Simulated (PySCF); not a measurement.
Species: C4HF3OS.
Geometry (GFN2-xTB, Å), atoms numbered from 1 in this order:
```xyz
10
C4HF3OS angstrom
O     -1.974    1.481    0.138
C     -1.658    0.403    0.507
C     -1.835   -0.873    1.081
C     -0.581   -0.584    0.647
S      0.999   -1.190    0.506
C      1.734    0.314   -0.301
F      1.136    0.579   -1.456
F      3.022    0.104   -0.536
F      1.619    1.381    0.479
H     -2.453   -1.610    1.540
```

Definitions: NICS(0) = −σiso at the ring centroid; NICS(1) = −σiso and NICS(1)zz = −σzz at ±1 Å along the ring normal z. Level: GIAO PBE0/pcSseg-1 (PySCF, non-relativistic, gas phase) on the GFN2-xTB geometry, one conformer.

Ring bond lengths (Å), with Mayer bond orders in brackets: C2–C3 1.410 (1.06), C3–C4 1.359 (1.31), C4–C2 1.468 (0.83).

Question: Give the NICS values of each ring in ppm.

Answer: 
| ring | type | NICS(0) | NICS(1), two faces | NICS(1)zz, two faces | rms pucker (Å) | centre to ring atoms, mean (Å) |
| --- | --- | --- | --- | --- | --- | --- |
| C2–C3–C4 | 3-membered carbocycle; bonds drawn aromatic by RDKit's count | -19.1 | -8.9 / -8.9 | -11.4 / -11.4 | 0.00 | 0.82 |

Question: What can be read from them?

Answer: 
- C2–C3–C4: mean NICS(1)zz -11.4 ppm, shielded. NICS(0) lies 10 ppm below the mean NICS(1).

Question: What does the geometric index give? Use HOMA with the parameters of Krygowski (1993).

Answer: 
- C2–C3–C4: HOMA 0.34 = 1 − EN − GEO, with mean bond length 1.412 Å, EN = α(Ropt − mean)² = 0.150 and GEO = α × variance = 0.510.

Question: List the ring angles and the Hirshfeld charges of the ring atoms.

Answer: 
- C2–C3–C4: C2 56.3° (+0.128 e), C3 64.0° (-0.025 e), C4 59.7° (-0.028 e); sum 180.0° against 180° for a flat convex ring.
